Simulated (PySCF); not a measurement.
SbClBr2, SMILES [Cl][Sb]([Br])[Br]. Coordinates come from a PBE-D3(BJ)/def2-SVP optimisation. The structure was generated by enumeration; whether it is a known compound was not checked. The def2 effective core potentials stand for the cores of Sb; spin–orbit coupling is left out.

Computed equilibrium geometry at PBE-D3(BJ)/def2-SVP (PySCF confirms it by a frequency run) as a Z-matrix, and its point group:
point group Cs.
```
Sb
Cl 1 2.3928
Br 1 2.5446 2 99.09
Br 1 2.5446 2 99.09 3 -101.16
```
Charge 0, spin multiplicity 1.
